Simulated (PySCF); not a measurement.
## NMR parameters of Cu(AsH3)(NH2)

Cu(AsH3)(NH2), AsCuH5N, point group C1.

Bonds: Cu1-As2 2.274 Å, Cu1-N6 1.825 Å. As2 carries H3, H4, H5; N6 carries H7, H8.

GIAO calculations in PySCF on the PBE0-D3(BJ)/def2-SVP structure: isolated species, non-relativistic, equivalent atoms averaged; basis pcSseg-1 (pcSseg-2 on Cu).

(1) Give the isotropic shieldings (ppm) with B3LYP, PBE, PBE0.

(2) And the chemical shifts, against references computed in the same way?

(3) Which part of the shielding of As2 depends on the functional?

(4) What couplings does PBE/pcJ-1 (pcSseg-1 on As, pcSseg-1 on Cu) give?

## Answers

(1) 
```
             atoms                          environment  B3LYP    PBE   PBE0
               As2            arsenic bonded to Cu, 3 H   1736   1740   1782
               Cu1                   Cu bonded to As, N    972    809   1012
                N6           nitrogen bonded to Cu, 2 H  264.0  247.9  269.3
          H3/H4/H5  hydrogen on an arsenic bonded to Cu  27.84  27.37  27.66
             H7/H8  hydrogen on a nitrogen bonded to Cu  32.05  31.27  32.04
HOMO–LUMO gap (eV)                                    –   4.24   2.73   4.65
```

(2) 
| atoms | nucleus, reference | B3LYP | PBE | PBE0 |
| --- | --- | --- | --- | --- |
| As2 | $^{75}$As, AsH3 | 128 | 131 | 128 |
| N6 | $^{15}$N, NH3 | -0.5 | 17.1 | -3.6 |
| H3/H4/H5 | $^{1}$H, TMS | 3.55 | 3.83 | 3.61 |
| H7/H8 | $^{1}$H, TMS | -0.66 | -0.07 | -0.77 |

(3) Diamagnetic: B3LYP 2875, PBE 2876, PBE0 2876 ppm; paramagnetic: B3LYP -1139, PBE -1136, PBE0 -1094 ppm. The diamagnetic part, set mainly by inner electrons, hardly moves; the paramagnetic part goes with low-lying magnetically allowed excitations and carries the spread.

(4) $^{1}J$(N6,H7) = -53.1, $^{2}J$(H3,H4) = -8.2, $^{2}J$(H7,H8) = -6.8 Hz (averaged over equivalent pairs; isotopes $^{15}$N, $^{1}$H).

Relativistic effects, spin–orbit coupling among them, are left out; they matter for As and for the light atoms bonded to it. Experimental scales use liquid or dissolved standards, which lie at an offset from isolated NH3 (liquid NH3: subtract about 20 ppm).
